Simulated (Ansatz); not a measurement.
Reaction (ligand exchange at the Si–N bond): `C=N[SiH](O)F` + `N[SiH2]F` → `O[SiH](F)N[SiH2]F` + `C=N`

Calculated with Ansatz (gas phase, PBE0-D4/def2-TZVP geometries, no zero-point term in ΔE). CBS: MP2 limit from def2 TZ/QZ plus the TZ coupled-cluster correction, frozen cores. This one scheme is used for every species. Functionals use def2-TZVPP. One conformer a species, not always the lowest.

```
             level  ΔE (kcal/mol)  difference from CCSD(T)/CBS
       LDA (SPW92)           -4.2                          1.8
            PBE-D4           -4.8                          1.2
         r2SCAN-D4           -5.0                          1.0
        r2SCAN0-D4           -5.2                          0.8
          BHLYP-D4           -5.3                          0.7
           ωB97X-V           -5.2                          0.8
           ωB97M-V           -5.3                          0.7
               PBE           -4.3                          1.7
            revPBE           -4.3                          1.7
              BLYP           -3.8                          2.2
           r2SCANh           -4.9                          1.1
           LC-ωPBE           -4.8                          1.2
RPA@PBE/def2-TZVPP           -6.9                         -0.9
       HF/def2-SVP           -5.1                          0.9
SCS-MP2/def2-TZVPP           -5.8                          0.2
   CCSD/def2-TZVPP           -6.3                         -0.3
       CCSD(T)/CBS           -6.0                            0
```

Largest T1 diagnostic among the species: 0.013.

In def2-TZVPP, CCSD(T) changes the Hartree–Fock value by −1.7 kcal/mol (the triples alone add −0.1 kcal/mol) and MP2 by −1.0 kcal/mol. At CCSD(T), def2-SVP lies −0.9 kcal/mol from the extrapolated value and def2-TZVPP −0.4 kcal/mol. Leaving LDA and LC-ωPBE aside and taking each functional with its dispersion term where it has one, the values, not all of them listed here, spread over 0.9 kcal/mol, from PBE-QIDH to BLYP-D4.
